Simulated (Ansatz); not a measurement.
AlBrCl2 (`[Cl][Al]([Cl])[Br]`). Total charge 0; spin multiplicity 1.

```xyz
4

Cl   -0.077    2.056    0.358
Al    0.030    0.018    0.010
Cl    1.838   -0.966    0.230
Br   -1.790   -1.109   -0.598
```

(1) List the harmonic frequencies (cm⁻¹, unscaled) at PBE0-D4/def2-TZVP in Ansatz. (Estimate.)

(2) Is this a minimum?

(3) Give the ideal-gas thermochemistry at 298.15 K and 1 bar (rigid rotor, harmonic oscillator; point group C2v, symmetry number 2).

(4) Rotational constants (cm⁻¹)?

## Answers

(1) The calculation gave: 119, 132, 191, 324, 566, 622.

(2) Yes, all 6 modes are real.

(3) Zero-point energy 11.7 kJ/mol; H(298) − E = 28.6 kJ/mol; entropy 334.5 J/(mol·K), of which translation 173.5, rotation 117.2, vibration 43.8; G(298) − E = -71.1 kJ/mol.

(4) 0.0742, 0.04097, 0.0264.
